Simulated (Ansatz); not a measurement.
Single points on the cluster Li5.

```yaml
crystal:
  periodic: [false, false, false]
  atoms:
    - {symbol: Li, position_ang: [-1.531325, 2.368313, 0.183029]}
    - {symbol: Li, position_ang: [-0.304093, -0.320223, 1.560965]}
    - {symbol: Li, position_ang: [-0.989493, -0.569042, -1.152516]}
    - {symbol: Li, position_ang: [1.531125, -2.368255, -0.183390]}
    - {symbol: Li, position_ang: [1.293776, 0.889206, -0.408088]}
basis:
  gaussian: {orbitals: def2-TZVP, initial_orbitals: start.molden}
magnetization: {spin_polarized: true, initial_magnetization: 1}
hamiltonian: {xc: r2scan}
scf: {omitted_lower_state_checks: [starts]}
output: {orbitals: {seedname: orbitals}}
```

The file start.molden holds the orbitals of an earlier run on this structure, at another level or in another basis.

```sh
$ ansatz run in.yaml --threads 4 --pin off --events-out ev --progress --plain --max-ram 3916MiB
```

It prints (some lines left out):

```
Functional definition: r2SCAN
645 factors; their error is unknown
mean field evaluation 1: about -1020.9749 eV, gradient 2.9e0 eV
mean field evaluation 2: about -1021.0360 eV, gradient 1.5e-1 eV
mean field evaluation 4: about -1021.0368 eV, gradient 2.2e-2 eV
mean field evaluation 8: about -1021.0368 eV, gradient 2.4e-5 eV
mean field -1021.03684393 eV, -37.5224119308 hartree, gradient 4.5e-6 eV, S^2 1.338249; 0 other end points of the search recorded, 0 dependent functions left out
reference -1021.03689652 eV, -37.5224138634 hartree; 8, 7 occupied and 62, 63 virtual orbitals, 645 factors
Total energy: -1021.03689652 eV, -37.5224138634 hartree
Checks for a lower state left out: starts
```

Run time 3.3 s (4 threads of Arm Neoverse V1 on a shared host).

As the first input, with `gaussian: {orbitals: def2-TZVP}`, `hamiltonian: {xc: pbe0}` and without the key `scf` (abridged; 12 s):

```
Functional definition: PBE0
mean field evaluation 16: about -1019.2576 eV, gradient 3.4e-3 eV
mean field evaluation 32: about -1019.2617 eV, gradient 2.7e-3 eV
mean field evaluation 64: about -1019.2610 eV, gradient 2.9e-2 eV
mean field evaluation 96: about -1019.2555 eV, gradient 3.3e-2 eV
mean field evaluation 128: about -1019.2610 eV, gradient 7.0e-2 eV
mean field -1019.26170362 eV, -37.4571767276 hartree, gradient 9.1e-6 eV, S^2 0.944092; 10 other end points of the search recorded, 0 dependent functions left out
Total energy: -1019.26173729 eV, -37.4571779651 hartree
```

The first input with `hamiltonian: {xc: pbe}` (abridged; 1.7 s):

```
Functional definition: PBE
mean field -1018.69341649 eV, -37.4362925607 hartree, gradient 9.5e-6 eV, S^2 0.870205
Total energy: -1018.69346134 eV, -37.4362942090 hartree
Checks for a lower state left out: starts
```

Geometry: r2SCAN/def2-TZVP, that of the charge +1 singlet.

At r2SCAN/def2-TZVP, PBE0/def2-TZVP, PBE/def2-TZVP the charge 0 doublet is spin-contaminated (final ⟨S²⟩ up to 1.34, 0.75 for a pure state). The structure comes from a short search, and lower isomers may exist.
